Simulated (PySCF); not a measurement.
Simulated absorption spectrum

Compound: C3H6OSi.
SMILES: `O=C[SiH]1CC1`

The calculation used TDDFT CAM-B3LYP/def2-SVPD, vertical, gas phase, core orbitals frozen in the response in PySCF 2.14.0, density-fitted response routines. Geometry: GFN2-xTB, one conformer, isolated molecule. Torsions of this conformer, `[O:1]=[CH:2][SiH:3]1[CH2:4][CH2:5]1`: O1–C2–Si3–C4 -153°.

Each state is given a Gaussian of 0.4 eV full width at half maximum, with ε(max) = 2.175×10⁸ f / Δν̃ (Δν̃ the width in cm⁻¹). The width is an assumption, not a result. The curve ends short of the highest state used, and states not computed would add to its high-energy end.

| E (eV) | ε (L mol⁻¹ cm⁻¹) |
| --- | --- |
| 2.73 | 0 |
| 2.90 | 1 |
| 3.06 | 4 |
| 3.22 | 12 |
| 3.38 | 14 |
| 3.54 | 7 |
| 3.71 | 1 |
| 3.87 | 0 |
| 4.03 | 0 |
| 4.19 | 0 |
| 4.36 | 0 |
| 4.52 | 10 |
| 4.68 | 232 |
| 4.84 | 2244 |
| 5.01 | 9482 |
| 5.17 | 14744 |
| 5.33 | 9440 |
| 5.49 | 2489 |
| 5.66 | 228 |
| 5.82 | 10 |
| 5.98 | 2 |
| 6.14 | 31 |
| 6.30 | 294 |
| 6.47 | 1308 |

(1) Where are the band maxima, and which computed states make them?

(2) Coming from long wavelengths, where does ε first pass 100 L mol⁻¹ cm⁻¹?

(3) Does any computed singlet lie in the visible range?

(4) On this curve, what absorbance would a 10⁻⁴ mol/L sample give at 405 nm over a 1 cm path?

Results:

(1) 372 nm (3.33 eV), ε about 15, made up of S1 (100%); 240 nm (5.17 eV), ε about 15000, made up of S2 (100%) (ε in L mol⁻¹ cm⁻¹; maxima over ε = 5, shares over 10%). At its high-energy end, 6.47 eV, the curve is still rising (ε about 1300, from S3 and S4). The states used: S1 3.33 eV (f 0.0002); S2 5.17 eV (f 0.219); S3 6.56 eV (f 0.0049); S4 6.66 eV (f 0.027); S5 6.68 eV (f 0.0018); S6 6.98 eV (f 0.0004); S7 6.99 eV (f 0.0076); S8 7.07 eV (f 0.122).

(2) At about 268 nm (4.63 eV), 1.30 eV above S1.

(3) No computed singlet lies in the visible range (380 to 750 nm); the lowest, at 372 nm, stands 0.07 eV above its violet end (3.26 eV); a Tamm–Dancoff triplet lies at 462 nm, without intensity as long as spin–orbit coupling is left out.

(4) 405 nm is 3.061 eV, where ε is about 4.1 L mol⁻¹ cm⁻¹, so A = ε c l ≈ 0.00041 (Beer–Lambert, with the gas-phase spectrum and the assumed width).
